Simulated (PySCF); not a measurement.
Si(Cl)2(Br)(NH2) (BrCl2H2NSi), SMILES N[Si](Cl)(Cl)Br. Atoms are numbered in the order given.

```xyz
7

N     -0.9512     1.9418     0.0000
Si    -0.5104     0.2990     0.0000
Cl    -1.2839    -0.5718    -1.6965
Cl    -1.2839    -0.5718     1.6965
Br     1.6904    -0.0952     0.0000
H     -0.8532     2.4973    -0.8445
H     -0.8532     2.4973     0.8445
```
Charge 0, spin multiplicity 1.

The structure is a stationary point at B3LYP-D3(BJ)/def2-SVP. This is a generated structure with no PubChem entry under its InChIKey; it may be hypothetical. One conformer was computed; it need not be the lowest.

Calculation: B3LYP-D3(BJ)/def2-SVP run with PySCF.

Frequencies are harmonic and unscaled.

```tsv
mode	ν (cm⁻¹)	IR (km/mol)	moving atoms (share of kinetic energy)
1	94	6.4	H 45 %, Cl 32 %, N 11 %, Br 11 %
2	136	5.3	Cl 62 %, Br 15 %, N 14 %
3	178	0.5	Cl 44 %, H 33 %, Br 12 %, Si 11 %
4	208	5.6	Cl 47 %, Si 18 %, Br 18 %, N 14 %
5	224	6.7	N 32 %, Br 20 %, Cl 20 %, H 18 %, Si 9 %
6	285	11.0	H 44 %, N 34 %, Cl 19 %
7	349	122.7	H 67 %, N 27 %
8	395	73.7	Cl 35 %, Si 32 %, N 16 %, Br 14 %
9	545	231.5	Si 64 %, Cl 29 %
10	591	122.4	Si 55 %, Cl 34 %, H 9 %
11	835	94.9	H 72 %, N 16 %, Si 12 %
12	910	121.3	N 48 %, Si 40 %, H 11 %
13	1525	63.4	H 89 %, N 11 %
14	3570	61.2	H 96 %
15	3670	51.4	H 91 %, N 9 %
```
